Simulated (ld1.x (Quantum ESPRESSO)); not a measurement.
## What one change does to a pseudopotential (gallium, TM)

* Element: Ga
* Generator: ld1.x (Quantum ESPRESSO) 7.5
* Type: norm-conserving Troullier–Martins (Kleinman–Bylander form)
* Functional: PBE
* Relativity: scalar-relativistic
* Frozen core: [Ar] 3d10
* Valence charge: 3
* Reference configuration: 4s2 4p0.5 (charge +0.5)
* Partial waves: 4s (bound): rc 1.30 bohr; 4p (bound): rc 1.70 bohr; 4d channel at 0.35 Ry: rc 1.70 bohr
* Local potential: all-electron potential smoothed inside 1.25 bohr (lloc = -1)
* Core correction: Bessel-smoothed model core inside 0.95 bohr

All-electron outer shells of the reference configuration (PBE, scalar-relativistic, ld1.x):

```csv
shell,level (eV),outermost node (bohr),outermost maximum (bohr)
4s,-12.43,0.81,1.87
4p,-5.62,0.87,2.41
```

Change: all radii but the core radius scaled by about 1.14 (s 1.48, p 1.94, d 1.94 bohr); local potential all-electron potential smoothed inside 1.42 bohr (lloc = -1).

Cutoffs: the cutoffs (Ry, on a coarse ladder) from which the occupation-weighted sum of valence levels, in a spherical-Bessel basis at the reference potential, stays within 10 and 1 mRy of its value at 400 Ry; they do not see the model core or the augmentation charge, which bear on the density cutoff. Errors are all-electron minus pseudo energies relative to the spin-unpolarised reference configuration.

Problem. Predict the effect on cutoff, ghosts and configuration errors.

Solution. The potential gets softer (45 Ry and 140 Ry → 21 Ry and 70 Ry); both files keep a bound ghost (d, s); of the 7 tests that both files solve, the error grows in 0 and shrinks in 6 by more than 15 % and 0.3 meV (median size 17.6 → 12.4 meV). A larger radius leaves more room for a smooth pseudo-wave, so fewer plane waves are needed. That the errors move this way runs against the usual rule that smaller radii transfer better.

| quantity | base | changed |
| --- | --- | --- |
| cutoff, loose | 45 Ry | 21 Ry |
| cutoff, tight | 140 Ry | 70 Ry |
| loose cutoff by channel (10 mRy a level) | s 40 Ry, p 6 Ry | s 12 Ry, p 6 Ry |
| bound ghosts | d, s | d, s |
| error for 4s2 4p1, meV [ΔE -2.03 eV] | -1.9 | -0.8 |
| error for 4s2 4p0, meV [ΔE 3.66 eV] | -6.5 | -3.5 |
| error for 4s1 4p0, meV [ΔE 24.79 eV] | -188 | -117 |
| error for 4s1 4p2, meV [ΔE 4.51 eV] | -18 | -12 |
| error for 4s0 4p3, meV [ΔE 11.34 eV] | -68 | -63 |
| error for 4s2 4p1.3, meV [ΔE -2.56 eV] | -3.2 | -1.5 |
| error for 4s1 4p1, meV [ΔE 11.03 eV] | -46 | -30 |

 A true bound ghost makes a file unfit for plane-wave use even where its test errors are small: the radial tests pick states by their node count and pass the ghost by.
